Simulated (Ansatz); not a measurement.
Reaction (ligand exchange at the Si–N bond): `N[Si]N([SiH3])[SiH3]` + CH₃OH → `CO[Si]N` + `[SiH3]N[SiH3]`

Isolated molecules relaxed with PBE0-D4/def2-TZVP in Ansatz; ΔE leaves out vibrations. CBS: MP2 limit from def2 TZ/QZ plus the TZ coupled-cluster correction, frozen cores. This one scheme is used for every species. DFT in def2-TZVPP. B3LYP here is the variant with VWN-RPA as its local correlation; programs differ in this. HSE06 is defined as in plane-wave codes. Each species was taken in one conformer, which may not be the lowest.

`N[Si]N([SiH3])[SiH3]`:

Z-matrix (Å, degrees):
```
Si
N 1 1.744
H 1 1.487 2 110.9
H 1 1.488 2 110.6 3 -119.7
H 1 1.485 2 108.1 3 120.2
Si 2 1.754 1 117.3 3 -117.5
Si 2 1.740 1 117.0 3 65.2
N 6 1.713 2 102.0 1 175.9
H 7 1.487 2 108.8 1 -10.5
H 7 1.489 2 111.0 1 -129.9
H 7 1.486 2 111.5 1 109.8
H 8 1.008 6 118.5 2 178.2
H 8 1.010 6 130.0 2 -6.4
```

CH₃OH:

Z-matrix (Å, degrees):
```
C
O 1 1.409
H 1 1.097 2 112.4
H 1 1.090 2 107.0 3 -118.5
H 1 1.097 2 112.4 3 123.0
H 2 0.959 1 108.5 3 -61.6
```

`CO[Si]N`:

Cartesian coordinates in Å:
```
C 0.965 -1.095 -0.892
O 0.389 -0.165 -0.006
Si -1.178 0.364 -0.154
N -1.181 1.416 1.188
H 1.838 -0.649 -1.375
H 0.262 -1.415 -1.671
H 1.290 -1.978 -0.335
H -1.993 1.952 1.446
H -0.392 1.569 1.799
```

`[SiH3]N[SiH3]`:

Cartesian coordinates in Å:
```
Si -1.424 -0.640 -0.022
N 0.129 -0.157 -0.599
Si 1.376 0.701 0.229
H -1.638 0.029 1.285
H -1.531 -2.114 0.165
H -2.493 -0.240 -0.977
H 0.362 -0.469 -1.533
H 0.801 1.196 1.504
H 1.862 1.849 -0.585
H 2.557 -0.155 0.531
```

```csv
level,ΔE (kJ/mol),difference from CCSD(T)/CBS
revPBE-D4,-28.1,9.1
r2SCAN-D4,-40.2,-3.0
B97M-V,-44.4,-7.2
B3LYP-D4,-39.7,-2.5
BHLYP-D4,-40.4,-3.2
ωB97M-V,-40.6,-3.4
B2PLYP,-47.5,-10.3
PBE-QIDH,-38.1,-0.9
HSE06,-41.2,-4.0
BHLYP,-54.3,-17.1
CAM-B3LYP,-54.9,-17.7
CCSD(T)/def2-SVP,-34.3,2.9
MP2/def2-TZVPP,-35.7,1.5
CCSD(T)/def2-TZVPP,-36.6,0.6
HF/def2-QZVPP,-60.1,-22.9
CCSD/CBS(def2),-41.3,-4.1
CCSD(T)/CBS,-37.2,0
```

Task: What do rigid-rotor, harmonic-oscillator terms from PBE0-D4/def2-TZVP frequencies (298.15 K, 1 bar) make of the CCSD(T)/CBS value? (Estimate.)

Result: Computed: ΔZPE = -0.8 kJ/mol, ΔH = -38.1 kJ/mol, ΔS = 24 J/(mol·K), ΔG = -45.3 kJ/mol. Modes under 50 cm⁻¹ make the entropy rough.

Largest T1 diagnostic among the species: 0.013.

The D4 term adds +14.1 kJ/mol with B3LYP and +7.7 kJ/mol with PBE0; it sums over pairs of atoms, weighted by their polarisabilities, and B3LYP, whose exchange is more repulsive, gets the larger term. In def2-TZVPP, CCSD(T) changes the Hartree–Fock value by +22.7 kJ/mol (the triples alone add +4.0 kJ/mol) and MP2 by +23.6 kJ/mol.
